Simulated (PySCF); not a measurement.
Input and output of a TDDFT job on Cu(AsH3)I (`[AsH3]->[Cu][I]`).

Level of theory: TDDFT B3LYP/def2-SVPD, vertical, gas phase, core orbitals frozen in the response, def2 core potentials past Kr in PySCF.

Input of the driver that calls PySCF (job settings, then Cartesian coordinates in Å):

```
{"job": {"kind": "uv", "xc": "B3LYP", "basis": "def2-SVPD", "ip": true, "nstates": 15}, "charge": 0, "multiplicity": 1}
Cu     0.0296    -0.0343    -1.5116
As     0.0112    -0.0232     0.7771
H      0.8105    -1.0404     1.5561
H     -1.3002    -0.2034     1.5044
H      0.4814     1.2056     1.5181
I      0.0304    -0.0003    -3.9133
```

The self-consistent field part of the output:

```
coarse grid: 30216 points
cycle   1  E = -4165.8509093092  dE = -2.260e+01  |g| = 9.153e+00  |ddm| = 1.062e+01
cycle   2  E = -4060.5340979390  dE =  1.053e+02  |g| = 1.085e+01  |ddm| = 3.301e+01
cycle   3  E = -4012.4141710163  dE =  4.812e+01  |g| = 1.095e+01  |ddm| = 5.328e+01
cycle   4  E = -4125.2604821978  dE = -1.128e+02  |g| = 1.196e+01  |ddm| = 5.799e+01
cycle   5  E = -4170.8822325224  dE = -4.562e+01  |g| = 5.583e+00  |ddm| = 2.633e+01
cycle   6  E = -4133.7054661269  dE =  3.718e+01  |g| = 8.502e+00  |ddm| = 3.984e+01
cycle   7  E = -4174.3926855650  dE = -4.069e+01  |g| = 2.627e+00  |ddm| = 3.910e+01
cycle   8  E = -4175.4615572168  dE = -1.069e+00  |g| = 1.199e+00  |ddm| = 5.125e+00
cycle   9  E = -4173.8319532328  dE =  1.630e+00  |g| = 2.107e+00  |ddm| = 3.131e+00
cycle  10  E = -4175.1515207825  dE = -1.320e+00  |g| = 1.163e+00  |ddm| = 1.491e+00
cycle  11  E = -4175.5754607818  dE = -4.239e-01  |g| = 4.739e-01  |ddm| = 1.254e+00
cycle  12  E = -4175.6497179723  dE = -7.426e-02  |g| = 8.662e-02  |ddm| = 1.176e+00
cycle  13  E = -4175.6513119994  dE = -1.594e-03  |g| = 2.619e-02  |ddm| = 2.191e-01
cycle  14  E = -4175.6514420870  dE = -1.301e-04  |g| = 8.243e-03  |ddm| = 3.728e-02
cycle  15  E = -4175.6514503871  dE = -8.300e-06  |g| = 4.838e-03  |ddm| = 1.308e-02
cycle  16  E = -4175.6514543783  dE = -3.991e-06  |g| = 1.987e-04  |ddm| = 4.905e-03
final grid: 56272 points
cycle  17  E = -4175.6513853259  dE = -3.874e-08  |g| = 1.405e-04  |ddm| = 1.990e-03
cycle  18  E = -4175.6513853273  dE = -1.393e-09  |g| = 1.442e-04  |ddm| = 5.265e-04
cycle  19  E = -4175.6513853313  dE = -4.055e-09  |g| = 6.459e-05  |ddm| = 2.202e-04
cycle  20  E = -4175.6513853319  dE = -5.566e-10  |g| = 1.775e-05  |ddm| = 6.629e-05
converged SCF energy = -4175.6513853319
```

Question: What follows in the output?

Answer: 
```
Static polarisability (au): isotropic 99.595, principal 78.483 78.491 141.810

Singlet excitations
state   eV       nm        f      main configurations
  1   3.9880    310.9   0.00001   H->L 0.63, H-1->L+1 0.34
  2   4.0196    308.4   0.00013   H-1->L 0.49, H->L+1 0.47
  3   4.0208    308.4   0.00000   H-1->L+1 0.62, H->L 0.33
  4   4.1221    300.8   0.00909   H->L+2 0.84, H-1->L+2 0.13
  5   4.1232    300.7   0.00896   H-1->L+2 0.84, H->L+2 0.13
  6   4.3074    287.8   0.11346   H->L+1 0.46, H-1->L 0.43
  7   4.8546    255.4   0.02066   H-2->L 0.94
  8   4.8639    254.9   0.02062   H-2->L+1 0.93
  9   5.1529    240.6   0.09731   H-2->L+2 0.81
 10   5.3455    231.9   0.00001   H-3->L 0.53, H-4->L+1 0.45
 11   5.3513    231.7   0.00140   H-4->L 0.52, H-3->L+1 0.46
 12   5.4943    225.7   0.00130   H-4->L+1 0.50, H-3->L 0.42
 13   5.4946    225.6   0.00126   H-3->L+1 0.49, H-4->L 0.43
 14   5.6019    221.3   0.00002   H-3->L+2 0.89
 15   5.6026    221.3   0.00001   H-4->L+2 0.89

Triplet excitations (Tamm-Dancoff, eV): 3.8655 3.9211 3.9229 3.9835
Vertical ionisation energy (delta-SCF) = 8.4607 eV
```

Warnings of the run: ea_vertical: SCF of the ion did not converge.

The SCF starts on a coarse grid; the energy jumps when the final grid takes over, and dE counts afresh there. The run used 131 basis functions and 20 SCF iterations for the ground state.

The run took 79 s (with the writing of density and orbital grids) on one thread of an Arm Neoverse V2, on a shared host, and the process peaked at 0.64 GiB of memory.

Question: What frontier levels and dipole did the ground state of this run have?

Answer: HOMO -6.14 eV, LUMO -1.37 eV, dipole 7.72 D.

Geometry: PBE0-D3(BJ)/def2-SVP; no solvent, vibrations or thermal averaging. Atoms past krypton carry effective core potentials; spin–orbit coupling is left out.
